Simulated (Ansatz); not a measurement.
Reaction (redistribution): `[CH3][In]([OH])[Cl]` + `N[AsH2]` → `[CH3][In]([NH2])[Cl]` + `O[AsH2]`

Calculated with Ansatz (gas phase, PBE0-D4/def2-TZVP geometries, no zero-point term in ΔE). CBS: MP2 limit from def2 TZ/QZ plus the TZ coupled-cluster correction, frozen cores. Functionals use def2-TZVPP. def2 core potentials past Kr. For As, In outer-core shells are correlated without core-valence functions, which leaves a few kJ/mol of doubt a bond. Scalar relativity is left out up to krypton. Each species was taken in one conformer, which may not be the lowest.

| species | CAM-B3LYP energy (Eh) |
| --- | --- |
| `[CH3][In]([OH])[Cl]` | -766.15354 |
| `N[AsH2]` | -2293.14274 |
| `[CH3][In]([NH2])[Cl]` | -746.26567 |
| `O[AsH2]` | -2313.02838 |

Question: Work out ΔE.

Answer: ΔE = (-746.26567) + (-2313.02838) − (-766.15354) − (-2293.14274) = 0.00223 Eh = +5.9 kJ/mol. CCSD(T)/CBS gives +7.5 kJ/mol.

Largest T1 diagnostic among the species: 0.014.

At CCSD(T), def2-SVP lies +3.9 kJ/mol from the extrapolated value and def2-TZVPP −0.4 kJ/mol. Leaving LDA and LC-ωPBE aside and taking each functional with its dispersion term where it has one, the values, not all of them listed here, spread over 4.4 kJ/mol, from CAM-B3LYP-D4 to revPBE-D4. LDA lies −3.7 kJ/mol from PBE without D4.
